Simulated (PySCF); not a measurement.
**Gas-phase XPS of `C[C](=O)[GeH2][Cl]`, computed**

C2H5ClGeO.
SMILES with atom numbers: `[CH3:1][C:2](=[O:3])[GeH2:4][Cl:5]`

Geometry (PBE0-D3(BJ)/def2-SVP, Å), atoms numbered from 1 in this order:
```xyz
10
C2H5ClGeO angstrom
C     -1.4441    0.1094    0.4141
C     -0.3271   -0.7284   -0.1243
O     -0.4311   -1.8889   -0.4331
Ge     1.5019    0.0551   -0.3808
Cl     1.5130    2.1189    0.3009
H     -1.1643    0.5084    1.4024
H     -1.5949    0.9874   -0.2350
H     -2.3670   -0.4826    0.4838
H      2.5271   -0.7199    0.4582
H      1.8724    0.0481   -1.8704
```

Theory: PySCF 2.14.0, delta-SCF UKS SCAN, pcX-2 on the ionised atom, pcseg-1 elsewhere, spin-free X2C. Binding energies are ΔSCF values: E(core-ionised, relaxed orbitals) − E(ground state) at a fixed geometry, referred to the vacuum level.

Question: What binding energy does each computed site have?

Answer: 
| atom(s) | bonded to | level | binding energy (eV) | 2p1/2 (eV) | above the level's lowest (eV) | count |
| --- | --- | --- | --- | --- | --- | --- |
| Cl5 | Ge | Cl 2p3/2 | 205.58 | 207.23 | 0.00 | 1 |
| C1 | C and 3 H | C 1s | 291.42 | – | 0.00 | 1 |
| C2 | O (double bond), C and Ge | C 1s | 293.53 | – | +2.11 | 1 |
| O3 | C (double bond) | O 1s | 538.30 | – | 0.00 | 1 |
| Cl5 | Ge | Cl 1s | 2828.18 | – | 0.00 | 1 |

Lowest listed C 1s: C1, bonded to C and 3 H. Highest, 2.11 eV above it: C2, bonded to O (double bond), C and Ge.

Question: Express the binding energy of C 1s of C1 in atomic units and per mole.

Answer: 291.42 eV = 10.7095 Eh = 28118 kJ/mol.

Question: Which photon energy gives electrons from C 1s of C1 a kinetic energy of 200 eV, and what is their de Broglie wavelength?

Answer: hν = 291.42 + 200 = 491.42 eV, recoil neglected; λ = 12.264 Å/√(E/eV) = 0.87 Å.

Spin contamination (⟨S²⟩ against 0.75 for a pure doublet) is marked for C 1s of C2 (0.85), which makes this value less certain. Spin–orbit and ligand-field terms were added within each 2p shell after the spin-free SCF. 2p1/2 minus 2p3/2 (ligand field included): Cl 1.65 eV. No level of germanium is listed. Isolated species at its PBE0-D3(BJ)/def2-SVP geometry (one conformer only).
